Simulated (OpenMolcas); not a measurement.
Ag2+ (d9) among equal point charges was computed by CASSCF with the d shell active (OpenMolcas, ANO-RCC-VDZP on the metal). Its lowest spin-free states, and all those of the highest spin:

```csv
2S+1,Degeneracy,E (cm-1)
2,2,0.0
2,2,2185
2,1,2401
```

Task: Is the site octahedral, tetrahedral or cube-like, axial, or of lower symmetry?

Result: The states with 2S+1 = 2 have orbital degeneracies 2, 2, 1. There are pairs but no triples, so the site is axial: not cubic, but with a proper or improper axis of order three or more. The run had Ag2+ among 6 point charges of -1.1 e arranged as a trigonal prism (D3h), 2.09 Å from the ion, with a polar angle of 53.5° against the regular 49.1°.

An orbital doublet at a regular site is open to a Jahn-Teller distortion, which this geometry leaves out. The ground term spreads over less than 5000 cm-1, several times less than with real ligands, so orbital moments are less quenched and χT lies further from the spin-only value than at real sites. Point charges carry no covalency, so the field is a model and not that of real ligands. No measured value stands beside these numbers.
